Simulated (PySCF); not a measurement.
Molecule: SMILES C(B)(C)(C)CC, C5H13B.

Atom-mapped SMILES (the numbers label the heavy atoms): `[BH2:1][C:2]([CH3:3])([CH3:4])[CH2:5][CH3:6]` (H(Xn): hydrogen on atom n).

Geometry PBE0-D3(BJ)/def2-SVP throughout; GIAO in PySCF 2.14, gas phase, one conformer, non-relativistic; equivalent atoms averaged; basis pcSseg-1.

For orientation, BHandHLYP gives these absolute shieldings σ: B1 21.9, C5 150.5, C2 152.1, C3/C4 162.1, C6 172.6, H(B1) 24.54, H(C6) 30.33, H(C5) 30.32, H(C3)/H(C4) 30.63 ppm.

A run gave: B1 14.1, C5 157.1, C2 157.2, C3/C4 167.5, C6 178.1, H(B1) 23.99, H(C6) 30.24, H(C5) 30.21, H(C3)/H(C4) 30.51 ppm (absolute shieldings σ).

**Question.** Which functional was used in that run?
A. OPBE
B. B3LYP
C. LC-wPBE
D. B97-D

**Answer.** C. C2 tells them apart best: LC-wPBE gives 157.2, B97-D gives 142.7, B3LYP gives 143.0, OPBE gives 150.7 ppm.
